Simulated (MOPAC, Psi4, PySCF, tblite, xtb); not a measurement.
Dimer CH4 ··· C2H3N (SMILES C and CC#N), singlet at R = 3.70 Å between the centres of mass, closest contact 2.89 Å (lowest of the rigid-body minima from ten starts at GFN2-xTB). Geometry in Å and degrees:

```
11

C      0.000     0.000     0.000
H     -0.673    -0.472    -0.715
H     -0.394     0.976     0.281
H      0.084    -0.626     0.887
H      0.983     0.122    -0.453
C      2.569     0.701     2.829
C      1.811    -0.482     3.204
N      1.212    -1.418     3.500
H      2.734     1.333     3.702
H      3.535     0.413     2.417
H      2.023     1.274     2.079
```

Levels of theory: GFN2-xTB (tblite); SAPT0/jun-cc-pVDZ, frozen core (Psi4); PBE/def2-TZVP, counterpoise-corrected (Psi4); PBE-D3(BJ)/def2-TZVP, counterpoise-corrected (Psi4); HF/aug-cc-pVDZ, counterpoise-corrected (Psi4); MP2/aug-cc-pVDZ = Psi4 1.11 with DF-MP2/aug-cc-pVDZ, frozen core, counterpoise-corrected; SCS-MP2/aug-cc-pVDZ = DF-SCS-MP2/aug-cc-pVDZ, frozen core, counterpoise-corrected in Psi4; PM3, restricted, heats of formation (MOPAC); AM1, restricted, heats of formation (MOPAC); GFN1-xTB (xtb); RKS-B3LYP/6-31G* = PySCF with restricted B3LYP/6-31G*, spherical d, no counterpoise correction; RHF/LANL2DZ = restricted Hartree-Fock/LANL2DZ, no counterpoise correction (PySCF); RMP2/3-21G = restricted MP2 (frozen core)/3-21G, no counterpoise correction in PySCF; RKS-B3LYP/6-311+G** = restricted B3LYP/6-311+G**, spherical d, no counterpoise correction (PySCF 2.14.0).

Question: What interaction energy does each level give?

Answer: 
```json
[
 {"method": "PBE-D3(BJ)/def2-TZVP", "E_int / kJ/mol": "-5.42"},
 {"method": "GFN2-xTB", "E_int / kJ/mol": "-4.50"},
 {"method": "RMP2/3-21G", "E_int / kJ/mol": "-4.38"},
 {"method": "MP2/aug-cc-pVDZ", "E_int / kJ/mol": "-3.77"},
 {"method": "GFN1-xTB", "E_int / kJ/mol": "-3.01"},
 {"method": "SAPT0/jun-cc-pVDZ", "E_int / kJ/mol": "-2.43"},
 {"method": "SCS-MP2/aug-cc-pVDZ", "E_int / kJ/mol": "-2.36"},
 {"method": "PBE/def2-TZVP", "E_int / kJ/mol": "-1.66"},
 {"method": "RKS-B3LYP/6-31G*", "E_int / kJ/mol": "-1.24"},
 {"method": "PM3", "E_int / kJ/mol": "-0.12"},
 {"method": "RKS-B3LYP/6-311+G**", "E_int / kJ/mol": "0.90"},
 {"method": "AM1", "E_int / kJ/mol": "0.93"},
 {"method": "RHF/LANL2DZ", "E_int / kJ/mol": "1.71"},
 {"method": "HF/aug-cc-pVDZ", "E_int / kJ/mol": "1.81"}
]
```
